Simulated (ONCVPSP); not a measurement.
# phosphorus, ONCV: configuration errors across variants

* Element: P
* Generator: ONCVPSP 4.0.1
* Type: optimised norm-conserving Vanderbilt (ONCV)
* Functional: PBE
* Relativity: non-relativistic
* Frozen core: [Ne]
* Valence charge: 5
* Reference configuration: 3s1.5 3p3.5
* Partial waves: 3s: rc 1.35 bohr, ncon 4, nbas 9, qcut 4.8 1/bohr, 2 projectors, debl 2.5 Ha; 3p: rc 1.80 bohr, ncon 4, nbas 7, qcut 4.5 1/bohr, 2 projectors, debl 2.4 Ha
* Local potential: polynomial inside 1.20 bohr (lpopt 5, dvloc0 6 Ha)
* Core correction: none

All-electron excitation energies from the reference (eV): (1) 3s2 3p3 -4.207; (2) 3s2 3p2 5.535; (3) 3s2 3p1 24.694; (4) 3s1 3p3 14.561.

2 further variants failed, have other tests or too few solved ones, and are left out.

Errors AE − PS in meV (a dash: test not solved or not reliable):

| change | (1) | (2) | (3) | (4) | bound ghosts | GHOST(+) flags above zero |
| --- | --- | --- | --- | --- | --- | --- |
| base | +0.2 | -1.0 | -0.1 | +1.3 | none | s |
| s: rc 1.26 | +0.1 | -1.1 | +0.3 | +1.1 | none | none |
| s: rc 1.44 | +0.3 | -1.0 | -0.1 | +1.4 | none | none |
| s: rc 1.6 | +0.2 | -1.0 | 0.0 | +1.2 | none | s |
| s: rc 1.76 | -0.1 | -1.1 | +0.8 | +0.6 | none | none |

(1) Give the same row for: s: rc 1.96.

## Answers

(1) -0.6, -0.7, +4.4, -0.5; bound ghosts: none; GHOST(+) flags above zero: none.
